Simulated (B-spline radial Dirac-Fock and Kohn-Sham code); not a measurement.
## Core and valence levels of Ge²⁴⁺

System: Ge²⁴⁺, configuration 1s2 2s2 2p4; nuclear rms radius 4.0742 fm (A = 74).

Input of the calculation (task.json; shells as n, l, electrons):

```json
{"items": [{
  "Z": 32,
  "q": 24,
  "cfg": [[1, 0, 2], [2, 0, 2], [2, 1, 4]],
  "A": 74,
  "rrms": 4.0742,
  "do": ["binding"]
}]}
```

Run with: `python xray_run.py task.json out`

The computed values come from a radial finite-basis atomic code: Dirac-Fock (average of configuration) total-energy differences with a finite nucleus, the Breit interaction including its frequency dependence, and self-energy and vacuum-polarisation corrections. Electron correlation is not included. Energies are counted from the vacuum level.

All terms are in eV, carry their sign (relaxation lowers the binding energy) and add up to the binding energy; ⟨r⟩ is the mean radius of the orbital in the initial state.

```
 subshell  −ε (Koopmans)  relaxation   Breit  self-energy  vacuum polarisation  binding energy  ⟨r⟩ (bohr)
   K (1s)        12501.8      -14.76  -14.42        -8.11                 0.78         12465.3       0.047
  L1 (2s)         2595.1       -1.52   -1.30        -0.95                 0.08          2591.4       0.201
L2,3 (2p)         2451.6       -2.13   -1.60         0.04                -0.01          2448.0       0.175
```

For the deepest level, K (1s), the Breit terms make up -0.116 % of the binding energy, QED -0.059 % and orbital relaxation -0.118 %.

Going to the tabulated ground configuration of the next ion removes an electron from L2,3 (2p), computed at 2448.0 eV. NIST lists 2439 ± 5 eV as the ionisation energy of this species (semi-empirical), -8.95 eV from the computed value. Where a p, d or f shell is open in either ion the computed value averages over both j values and all terms, while the table refers to the lowest levels; that difference holds spin-orbit splitting (largest in heavy or highly charged ions), term energies where several electrons share open shells, and correlation, and it can reach 10 % or more.
